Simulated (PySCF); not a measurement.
A series of derivatives of CCN[Si](C)(N)O

Parent skeleton `[CH3:1][CH2:2][NH:3][Si:4]([CH3:5])([NH2:6])[OH:7]`; one hydrogen on atom 1 is replaced by X. Hydrogens on one atom are averaged.

[PySCF 2.14.0 with density-fitted response routines: PBE0/pcSseg-1 with gauge-including orbitals; coordinates at the GFN2-xTB level; one computed conformer; one averaged value for each set of equivalent atoms; non-relativistic Hamiltonian; no solvent]

Referencing at the same level of theory: 13C, 29Si, 1H against TMS; 15N against NH3; 17O vs H2O.

Known members:
| X | C1 | C2 | N3 | Si4 | C5 | N6 | O7 | H(C1) | H(C2) |
| --- | --- | --- | --- | --- | --- | --- | --- | --- | --- |
| C2H5 | 43.7 | 46.9 | 62.3 | -22.5 | 0.5 | 28.7 | 38.2 | 1.84 | 2.91 |
| NH2 | 50.0 | 50.2 | 47.3 | -19.6 | -3.5 | 29.4 | 54.6 | 2.57 | 2.62 |
| COCH3 | 54.2 | 44.0 | 60.1 | -21.6 | 0.2 | 27.9 | 39.1 | 3.00 | 3.15 |
| propynyl | 28.8 | 46.2 | 58.2 | -23.5 | 1.5 | 25.9 | 48.8 | 2.12 | 3.08 |
| NHSiH3 | 53.9 | 49.2 | 54.8 | -25.0 | -1.1 | 31.5 | 54.3 | 2.76 | 3.10 |

Four more derivatives gave (δ, ppm):
```json
{"compound": "1", "C1": "41.9", "C2": "44.6", "N3": "49.5", "Si4": "-26.5", "C5": "-0.5", "N6": "32.9", "O7": "59.6", "H(C1)": "1.48", "H(C2)": "2.97"}
{"compound": "2", "C1": "37.1", "C2": "49.1", "N3": "63.8", "Si4": "-23.7", "C5": "-0.1", "N6": "35.1", "O7": "37.0", "H(C1)": "1.24", "H(C2)": "3.02"}
{"compound": "3", "C1": "46.4", "C2": "40.3", "N3": "61.4", "Si4": "-20.0", "C5": "3.1", "N6": "26.0", "O7": "52.8", "H(C1)": "1.95", "H(C2)": "3.45"}
{"compound": "4", "C1": "76.5", "C2": "49.8", "N3": "53.6", "Si4": "-21.7", "C5": "1.6", "N6": "31.8", "O7": "68.7", "H(C1)": "3.54", "H(C2)": "3.15"}
```

**Question.** Their substituents are CH2NH2, CH2SiH3, CONH2, N=CH2. Which is which?

**Answer.** 1: X = CH2NH2 (C[Si@@](N)(O)NCCCN); 2: X = CH2SiH3 (C[Si@](N)(O)NCCC[SiH3]); 3: X = CONH2 (C[Si@](N)(O)NCCC(N)=O); 4: X = N=CH2 (C=NCCN[Si@@](C)(N)O).

Experimental scales use liquid or dissolved standards, which lie at an offset from isolated NH3 (liquid NH3: subtract about 20 ppm) and H2O (liquid H2O: subtract about 36 ppm).
